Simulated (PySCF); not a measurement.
O (oxygen, neutral): M06-2X calculation

Configuration: [He] 2s2 2p4, high-spin 3P determinant. All numbers are calculated (PySCF 2.14, the non-relativistic Hamiltonian (point nucleus), in cc-pVDZ (3s2p1d, 14 functions)).

```json
{
 "Total energy": "-75.0420 hartree",
 "One-electron energy": "-103.2774 hartree",
 "Hartree (Coulomb) energy": "36.7012 hartree",
 "Exchange-correlation energy": "-8.4658 hartree",
 "Kinetic energy": "74.75567 hartree",
 "⟨S²⟩": "2.0024",
 "⟨L²⟩": "2.002",
 "Sum of ⟨r⟩": "7.562 bohr",
 "Sum of ⟨r²⟩": "10.88 bohr²",
 "Traceless quadrupole moment −½Σ⟨3z² − r²⟩ along its main axis": "-0.832 e·bohr²",
 "Density at the nucleus (Gaussians lack the cusp)": "298 bohr⁻³",
 "Spin density at the nucleus": "0.222 bohr⁻³",
 "Langevin diamagnetic susceptibility": "-8.62 ×10⁻⁶ cm³/mol",
 "Time after the integrals": "0.1 s of wall time on 1 thread of Neoverse-V2 (shared host)"
}
```

```
shell  electrons  mean orbital energy (hartree)  spread (hartree)  rms radius, mean of both spins (bohr)
 1s α          1                      -19.75771                 0                                  0.231
 1s β          1                      -19.72263                 0                                  0.231
 2s α          1                       -1.12787                 0                                   1.26
 2s β          1                       -0.94663                 0                                   1.26
 2p α          3                       -0.50411           0.06757                                   1.38
 2p β          1                       -0.38969                 0                                   1.38
```
